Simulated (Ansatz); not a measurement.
Reaction (substitution at a C–Sn bond): `C[CH](C)[SnH3]` + `[NH2][Ga]([Cl])[Cl]` → `CC(C)[NH][Ga]([Cl])[Cl]` + `[SnH4]`

Gas-phase electronic energies from Ansatz, PBE0-D4/def2-TZVP geometries. CCSD(T)/CBS adds triple-zeta CCSD(T) − MP2 to the extrapolated MP2 energy (def2 sets, frozen cores). DFT in def2-TZVPP. def2 core potentials past Kr. For Ga, Sn outer-core shells are correlated without core-valence functions, which leaves a few kJ/mol of doubt a bond. Scalar relativity is left out up to krypton. One conformer a species, not always the lowest.

```csv
level,ΔE (kJ/mol)
r2SCANh-D4,25.0
BHLYP-D4,22.4
CAM-B3LYP-D4,19.1
ωB97M-V,25.5
CCSD/def2-SVP,3.9
CCSD(T)/def2-TZVPP,26.0
HF/def2-QZVPP,19.5
MP2/def2-QZVPP,38.1
```

Task: What does CCSD(T)/CBS give? (Estimate.)

Result: The calculation gave: +33.9 kJ/mol. The listed levels differ from it by -8.9, -11.5, -14.8, -8.4, -30.0, -7.9, -14.4, 4.2 kJ/mol.

Largest T1 diagnostic among the species: 0.013.

From BLYP to BHLYP (50 % exact exchange), in def2-TZVPP and without D4, ΔE moves by −4.6 kJ/mol. In def2-TZVPP, CCSD(T) changes the Hartree–Fock value by +6.9 kJ/mol (the triples alone add +0.1 kJ/mol) and MP2 by +14.3 kJ/mol.
